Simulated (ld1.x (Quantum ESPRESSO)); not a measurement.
Transferability test, TM potential for Rh

* Element: rhodium (Rh)
* Generator: ld1.x (Quantum ESPRESSO) 7.5
* Type: norm-conserving Troullier–Martins (Kleinman–Bylander form)
* Functional: Wu–Cohen
* Relativity: fully relativistic
* Frozen core: [Ar] 3d10
* Valence charge: 17
* Reference configuration: 4s2 4p6 4d8 5s0.5 5p0.5
* Partial waves: 4s (bound): rc 1.05 bohr; 4d (bound): rc 2.10 bohr; 4p (bound): rc 1.55 bohr
* Local potential: the p channel
* Core correction: none

Open shells are filled in proportion to 2j + 1 (rel_dist='average').

Occupied shells without a wave of their own: 5p, 5s. They enter only through the test configuration that unscreens the potential.

Energies are relative to the spin-unpolarised reference configuration 4s2 4p6 4d8 5s0.5 5p0.5; without spin polarisation the order of configurations can differ from experiment. The p channel is local and has no spin–orbit splitting in the pseudo-atom.

```csv
valence configuration,charge,ΔE all-electron (eV),error AE − PS (meV)
4s2 4p6 4d8 5s0 5p0,+1,5.637,-160
4s2 4p6 4d7 5s0 5p0,+2,25.154,-267
4s2 4p6 4d7 5s1 5p0,+1,9.333,+43
4s2 4p6 4d8.5 5s0.5 5p0,0,-2.446,-15
4s2 4p6 4d8 5s0.5 5p0,+0.5,1.110,-41
4s1 4p6 4d8 5s1 5p0,+1,87.202,-1.6
```

Q: What are ΔE and the potential's error for 4s2 4p6 4d8 5s1 5p0?

A: ΔE = -1.812 eV all-electron; the error (AE − PS) is +54 meV.

Levels in the configuration 4s2 4p6 4d8.5 5s0.5 5p0:

| level | all-electron (eV) | pseudo (eV) |
| --- | --- | --- |
| 4s j=1/2 | -80.802 | -80.858 |
| 4p j=1/2 | -51.499 | -48.913 |
| 4p j=3/2 | -47.596 | -48.913 |
| 4d j=3/2 | -4.942 | -4.988 |
| 4d j=5/2 | -4.566 | -4.611 |
| 5s j=1/2 | -3.803 | -3.972 |

The 5p, 5s levels have no wave, so the channel is fitted at the deeper level alone: the likely source of the large errors.

A Bessel basis up to 400 Ry misses an occupied level by 3.45 Ry, so cutoffs and ghosts were not judged. The potential misses its own reference levels by up to 2.6 eV, so it is not fit for use.
